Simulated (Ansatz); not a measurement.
Consider the isomerisation: `C=C([SiH3])[SiH2]O` → `C1C[SiH2][SiH2]O1`.

Program: Ansatz. Geometries: PBE0-D4/def2-TZVP. ΔE: electronic, gas phase. CBS: MP2 limit from def2 TZ/QZ plus the TZ coupled-cluster correction, frozen cores. Functionals use def2-TZVPP. B3LYP here is the variant with VWN-RPA as its local correlation; programs differ in this. One conformer a species, not always the lowest.

(1) Is it downhill or uphill in electronic energy at CCSD(T)/CBS, and by how much? (An estimate is asked.)

(2) What do these levels give: r2SCAN-D4, ωB97M-V, B2PLYP, PBE, B3LYP, SCS-MP2/def2-TZVPP, CCSD/def2-TZVPP, CCSD(T)/def2-TZVPP, HF/def2-QZVPP, MP2/def2-QZVPP, SCS-MP2/def2-QZVPP, MP2/CBS(def2)? (Estimate.)

Largest T1 diagnostic among the species: 0.013.

Answers

(1) Computed: Nearly level: ΔE = -1.8 kJ/mol.

(2) Ansatz gave: r2SCAN-D4 -16.2, ωB97M-V -6.8, B2PLYP 1.4, PBE -24.2, B3LYP 1.2, SCS-MP2/def2-TZVPP 5.0, CCSD/def2-TZVPP -2.2, CCSD(T)/def2-TZVPP -2.3, HF/def2-QZVPP 17.3, MP2/def2-QZVPP 0.6, SCS-MP2/def2-QZVPP 5.7, MP2/CBS(def2) 0.5 kJ/mol.

In def2-TZVPP, CCSD(T) changes the Hartree–Fock value by −18.8 kJ/mol (the triples alone add −0.1 kJ/mol) and MP2 by −16.5 kJ/mol. From PBE to PBE0 (25 % exact exchange), in def2-TZVPP and without D4, ΔE moves by −3.9 kJ/mol.
